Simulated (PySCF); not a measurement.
**Structure from NMR data**

An unknown has the formula C5H6O3. Its calculated NMR data are:

1H NMR (600 MHz, computed): δ 6.11 (ddd, J = 18.2, 12.2, 8.4 Hz, 1H), 5.93 (d, J = 2.9 Hz, 1H), 5.89 (dd, J = 2.9, 1.4 Hz, 1H), 5.80 (dd, J = 18.2, 1.5 Hz, 1H), 5.69 (dd, J = 12.2, 1.8 Hz, 1H), 4.60 (dq, J = 8.4, 1.6 Hz, 1H).

13C{1H} NMR (computed): δ 175.2 (C), 139.9 (CH), 127.0 (CH2), 98.7 (CH2), 80.4 (CH).

Method: coordinates at the GFN2-xTB level, shieldings: GIAO PBE0/pcSseg-1, J: B3LYP/pcJ-1 (without the spin–dipole term), in PySCF 2.14 (non-relativistic Hamiltonian, single conformer, no solvent).

δ = σ(ref) − σ, references computed at the same level: 1H (σ = 31.72 ppm) and 13C (σ = 186.93 ppm) vs TMS.

**Question.** Which candidate is it?
A. O=COC1=CCOC1
B. C=C(OC)C(=O)C=O
C. C=C[C@H]1OCOC1=O
D. CO[C@@H]1C=CC(=O)O1

**Answer.** C. 

1. Rings plus π bonds: 3 (1 ring in the answer).
2. 5 carbon signals for 5 carbons: no two carbons are equivalent.
3. Carbon types of the structure: 1 × C, 2 × CH, 2 × CH2, which accounts for all hydrogens.
4. δC 175.2: ester carbonyl carbon; it is a carbonyl in resonance with an O or N lone pair, the region of acids, esters and amides.
5. δC 139.9: alkene CH; as expected for a trigonal carbon in a double bond.
6. δC 127.0: terminal =CH2 carbon; an sp2 carbon of a C=C bond.
7. δC 98.7: sp3 carbon bearing two oxygens; 2 electronegative neighbours deshield it.
8. δC 80.4: sp3 CH bonded to O, α to a carbonyl; deshielded by the electronegative neighbour.
9. The protons at 5.80 and 6.11 share a coupling of 18.2 Hz (vicinal, trans across C=C).
10. The protons at 5.69 and 6.11 share a coupling of 12.2 Hz (vicinal, cis across C=C).

The others: C=C(OC)C(=O)C=O would give 4 signals for carbon-bound and other non-exchanging H, not 6; CO[C@@H]1C=CC(=O)O1 would give 4 signals for carbon-bound and other non-exchanging H, not 6; O=COC1=CCOC1 would give 4 signals for carbon-bound and other non-exchanging H, not 6.

Splittings below 1 Hz are ignored in the labels, and close J values are merged. Unscaled 3J(H,H) at this level run about 10 % above measured values. Shifts are as computed. Against solution values, carbons near 30 ppm lie about +3 ppm off and those near 130 ppm about +5 ppm. Of 1211 compounds with measured shifts, 218 miss one by over three times the rms of a fit or turn the order of signals round; such compounds aren't used in these exercises. Couplings across =CH–CH2 type bonds come from one rotamer and its mirror image, and can be 1–2 Hz further off. 3J across rotatable bonds or in flexible rings reflects this conformer alone.
